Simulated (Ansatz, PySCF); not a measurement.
Pair of molecules: SiH4 (SMILES [SiH4]) (first 5 atoms) with H2Se (SMILES [SeH2]); geometry from B3LYP-D3(BJ)/def2-TZVP.
(charge 0, multiplicity 1):
```xyz
8

Si     0.195    -0.010     0.036
H     -0.614    -1.176     0.450
H     -0.444     1.238     0.510
H      0.273     0.025    -1.445
H      1.562    -0.116     0.590
Se    -0.104     0.027     3.913
H      0.315     1.429     3.771
H     -1.499     0.379     3.607
```

Basis-set superposition error: the interaction energy with monomers in their own basis, and in the dimer's basis (counterpoise).

The values were computed with Ansatz (a first-principles code); PySCF for 6-31G* rows. Values without a source in brackets are computed.

| level | uncorrected (meV) | counterpoise (meV) | difference |
|---|---|---|---|
| HF/6-31G* | 28.2 | 34.2 | 6.0 |
| HF/def2-SVPD | 19.6 | 34.5 | 14.9 |
| HF/def2-TZVPPD | 31.4 | 35.2 | 3.8 |
| SVWN5/def2-TZVPPD | -104.8 | -99.5 | 5.3 |
| BLYP/def2-TZVPPD | 36.4 | 40.2 | 3.8 |
| revPBE/def2-TZVPPD | 28.7 | 31.6 | 2.9 |
| MP2/6-31G* | -19.1 | 7.8 | 26.9 |
| MP2/def2-TZVPPD | -54.7 | -41.4 | 13.3 |
| CCSD/def2-TZVPPD | -39.9 | -27.3 | 12.6 |
| CCSD(T)/def2-TZVPPD | -51.0 | -37.3 | 13.7 |

The error is largest for MP2/6-31G* (26.9 meV) and smallest for revPBE/def2-TZVPPD (2.9 meV).
